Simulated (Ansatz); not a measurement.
`CC(C)[NH][InH2]` at its PBE0-D4/def2-TZVP geometry, where that method's forces vanish. Charge 0, multiplicity 1. In: def2 effective core potential.

```xyz
15

C    -0.7069   -0.0125   -1.2530
C    -0.0273    0.7363   -0.1252
C    -1.0478    1.1979    0.9086
N     1.0085   -0.0691    0.4865
In    1.6398   -1.9586    0.1798
H     0.0105   -0.3165   -2.0194
H    -1.2024   -0.9133   -0.8763
H    -1.4646    0.6134   -1.7287
H     0.4290    1.6401   -0.5624
H    -0.5602    1.7403    1.7231
H    -1.5638    0.3352    1.3396
H    -1.7926    1.8628    0.4618
H     1.4491    0.4186    1.2534
H     0.9519   -2.8886   -1.0776
H     2.8767   -2.3861    1.2898
```

**Question.** What forces (eV/Å) does ωB97M-V/def2-TZVPP give on these atoms in the Gaussian-basis code of Ansatz? (Best estimate.)

**Answer.** Ansatz gave: 
```
C1  -0.079 -0.095 -0.134
C2   0.004  0.286 -0.119
C3  -0.121  0.057  0.105
N4   0.174 -0.146  0.133
In5  0.021 -0.039 -0.005
H6  -0.042  0.018  0.050
H7   0.030  0.050 -0.012
H8   0.048 -0.041  0.032
H9  -0.048 -0.082  0.036
H10 -0.027 -0.041 -0.056
H11  0.034  0.046 -0.031
H12  0.050 -0.050  0.030
H13 -0.017 -0.010 -0.029
H14  0.038  0.039  0.065
H15 -0.065  0.008 -0.065
```
